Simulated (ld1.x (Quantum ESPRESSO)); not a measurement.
## revPBE ultrasoft dataset for W (Z = 74), scalar-relativistic all-electron reference.

ld1.x (Quantum ESPRESSO) 7.5 input, shortened:

```
&input
   title='W', zed=74., rel=1, dft='REVPBE', iswitch=3,
   config='[Xe] 4f14 5d4 6s2 6p0'
 /
 &inputp
   pseudotype=3, tm=.true., lloc=-2, rcloc=1.65,
   nlcc=.true., rcore=1.45
 /
6
5S  1  0   2.00   0.00  1.65  1.75  0.0
6S  2  0   2.00   0.00  1.65  1.75  0.0
5P  2  1   6.00   0.00  1.65  1.80  0.0
6P  3  1   0.00   0.00  1.65  1.80  0.0
5D  3  2   4.00   0.00  1.55  1.80  0.0
5D  3  2   0.00   3.20  1.55  1.80  0.0
 &test
   configts(1)='5s2 5p6 5d4 6s2 6p0'
 /
```

All-electron outer shells of the reference configuration (revPBE, scalar-relativistic, ld1.x):

```tsv
shell	level (eV)	outermost node (bohr)	outermost maximum (bohr)
4d	-238.41	0.22	0.45
5s	-79.03	0.53	0.96
5p	-43.16	0.57	1.09
4f	-33.16	–	0.43
6s	-5.65	1.28	2.67
5d	-4.43	0.63	1.49
6p	-1.33	1.54	3.75
```

(1) Is the overlap operator S = 1 + Σ q|β⟩⟨β| positive definite (Bessel basis up to 400 Ry)?

(2) Tests: 5s2 5p6 5d4 6s1 6p0; 5s2 5p6 5d4 6s0 6p0; 5s2 5p6 5d3 6s0 6p0; 5s2 5p5 5d4 6s2 6p0; 5s2 5p6 5d4 6s0 6p1; 5s2 5p6 5d3 6s2 6p1; 5s2 5p6 5d5 6s0 6p0. Which has the largest error in its energy relative to the reference configuration, and how large is it?

A Bessel basis up to 400 Ry misses an occupied level by 4.32 Ry, so cutoffs and ghosts were not judged. The potential misses its own reference levels by up to 3.1 eV, so it is not fit for use.

Results:

(1) Yes: its lowest eigenvalue is 0.03 (s channel).

(2) 5s2 5p6 5d4 6s0 6p0, with +7227 meV (all-electron minus pseudo) on +24.35 eV.
